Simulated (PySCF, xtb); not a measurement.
CH3Br2InO, SMILES [Br][In]([O]C)[Br].

GFN2-xTB in xtb at its own geometry gives an orbital gap of 2.44 eV and a dipole moment of 2.69 D.

Coordinates come from a PBE0-D3(BJ)/def2-SVP optimisation. The def2 effective core potentials stand for the cores of In; spin–orbit coupling is left out. The values are those of a single conformer.

**Question.** What does PBE/def2-TZVP run with PySCF give? (An estimate is asked for; the answer gives what the named calculation found.)

**Answer.** gap 3.02 eV (levels -6.61 and -3.58 eV), dipole 1.17 D.
